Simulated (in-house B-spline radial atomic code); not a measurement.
Inner levels of holmium as electrons are removed. A shift is the extra binding of the orbital against the neutral atom ([Xe] 4f11 6s2). Computed with a radial B-spline atomic code at the basis-set limit: non-relativistic Hartree-Fock, average of the configuration, point nuclei.

This level leaves out relativity, spin-orbit splitting included, which matters for heavy ions.

```tsv
ion	configuration	shift of 3p (eV)	shift of 2s (eV)	shift of 4s (eV)	radius of 3p (bohr)	radius of 2s (bohr)	radius of 4s (bohr)	Σ<r²> (bohr²)	change of density at nucleus (bohr⁻³)
Ho14+	[Kr] 4d10 4f6 5s1	305.04	304.12	291.17	0.2359	0.096028	0.54475	11.623	26.517
Ho15+	[Kr] 4d10 4f4 5s2	359.8	356.76	338.44	0.23581	0.096038	0.53871	11.647	206.74
Ho16+	[Kr] 4d10 4f5	371.34	370.25	351.35	0.23581	0.096033	0.54163	9.4998	-92.456
Ho17+	[Kr] 4d10 4f4	413.7	411.9	388.57	0.23574	0.096038	0.53865	8.903	-78.287
Ho18+	[Kr] 4d10 4f3	457.7	455.25	426.82	0.23565	0.096044	0.53554	8.3515	-62.779
Ho19+	[Kr] 4d10 4f2	503.31	500.26	466.07	0.23555	0.09605	0.53233	7.8397	-45.947
Ho20+	[Kr] 4d10 4f1	550.48	546.9	506.29	0.23543	0.096056	0.52905	7.3629	-27.801
Ho21+	[Kr] 4d10	599.18	595.17	547.43	0.23529	0.096063	0.52569	6.9171	-8.347
Ho22+	[Kr] 4d9	648.72	648.21	587.96	0.23506	0.096053	0.52256	6.4906	20.729
Ho23+	[Kr] 4d8	699.18	702.41	629.06	0.23481	0.096042	0.51945	6.0802	50.86
Ho24+	[Kr] 4d7	750.56	757.75	670.73	0.23455	0.096032	0.51636	5.685	82.047
Ho25+	[Kr] 4d6	802.85	814.22	712.96	0.23428	0.09602	0.51329	5.3041	114.29
Ho26+	[Kr] 4d5	856.04	871.81	755.74	0.23399	0.096008	0.51025	4.9369	147.59
Ho27+	[Kr] 4d4	910.11	930.54	799.07	0.2337	0.095995	0.50722	4.5825	181.94
Ho28+	[Kr] 4d3	965.08	990.38	842.95	0.23339	0.095981	0.50422	4.2405	217.35
Ho29+	[Kr] 4d2	1020.92	1051.33	887.37	0.23307	0.095967	0.50124	3.9101	253.81
```
